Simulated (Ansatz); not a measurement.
`[F][Ge][N]([SiH3])[SiH3]` + H–F → `[F][Ge][F]` + `[SiH3]N[SiH3]` at 400 K and 1 bar (ligand exchange at a Ge–N bond).

Calculated with Ansatz (gas phase, PBE0-D4/def2-TZVP geometries, no zero-point term in ΔE). CCSD(T)/CBS is the MP2 limit (def2-TZVPP, def2-QZVPP) plus CCSD(T) − MP2 in def2-TZVPP, frozen cores. This one scheme is used for every species. For Ge outer-core shells are correlated without core-valence functions, which leaves a few kJ/mol of doubt a bond. Scalar relativity is left out up to krypton. Each species was taken in one conformer, which may not be the lowest.

```tsv
species	CCSD(T)/CBS energy (Eh)	H − E (kJ/mol)	S (J/(mol·K))
`[F][Ge][N]([SiH3])[SiH3]`	-2812.46809	193.9	427.6
H–F	-100.39570	36.5	182.2
`[F][Ge][F]`	-2275.77030	26.6	285.6
`[SiH3]N[SiH3]`	-637.10515	203.4	366.7
```

H − E and S are ideal-gas, rigid-rotor, harmonic terms from PBE0-D4/def2-TZVP, for one conformer and one mirror image of each species. 1 Eh = 2625.50 kJ/mol, R = 8.31446 J/(mol·K).

Problem. By hand: ΔE, ΔH, ΔS and ΔG.

Solution. ΔE = (-2275.77030) + (-637.10515) − (-2812.46809) − (-100.39570) = -0.01166 Eh = -30.6 kJ/mol. Δ(H − E) = 26.6 + 203.4 − 193.9 − 36.5 = -0.4, so ΔH = -31.0 kJ/mol. ΔS = 285.6 + 366.7 − 427.6 − 182.2 = 42.5 J/(mol·K). ΔG = -31.0 − 400 × (42.5)/1000 = -48.0 kJ/mol.

Problem. By hand: the equilibrium constant, and the temperature at which ΔG would vanish if ΔH and ΔS stayed fixed.

Solution. log₁₀ K = −ΔG/(RT ln 10) = 6.3. ΔH and −TΔS have one sign here, so there is no such temperature.

TΔS isn't small against ΔH here. A doubt of 5 kJ/mol in ΔE shifts log₁₀ K by 0.7 here. Other conformers and mirror images would add mixing entropy, several J/(mol·K) or more a flexible species. Modes under 60 cm⁻¹, often nearly free rotors, make the harmonic entropy too high. These are equilibria of isolated gas molecules and say nothing of rates. Largest T1 diagnostic: 0.015 (customary marks: 0.02 for closed shells, 0.045 for open ones).
